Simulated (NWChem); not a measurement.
Molecule: SiP₂H₆; SMILES P[SiH2]P

```xyz
9

Si     0.0000     0.0000    -0.8195
P     -1.9727     0.0000     0.3323
P      1.9727     0.0000     0.3323
H      0.0000     1.2186    -1.7043
H      0.0000    -1.2186    -1.7043
H     -1.5403    -1.0441     1.2280
H     -1.5403     1.0441     1.2280
H      1.5403     1.0441     1.2280
H      1.5403    -1.0441     1.2280
```
Atoms are numbered in this order, from 1.

Computed with NWChem. Pople sets run with spherical d functions. The geometry was optimised at PBE-D3(BJ)/def2-SVP. B3LYP is NWChem's, with the RPA form of VWN correlation. Vertical excitations in the gas phase; the lowest state need not have the same character in each row.

For level LDA (Slater exchange, VWN5)/6-31+G*, TDA:

```yaml
lowest excitation, singlet (eV): 5.17
lowest state with f > 0.02, singlet (eV): 5.71
orbital gap (eV): 4.71
```

Problem. How do the values read with level B3LYP/6-31+G*, TDA instead?

Solution. The lowest excitation, singlet (eV) is 5.60 and the lowest state with f > 0.02, singlet (eV) is 5.99. The orbital gap (eV) comes out as 6.17.
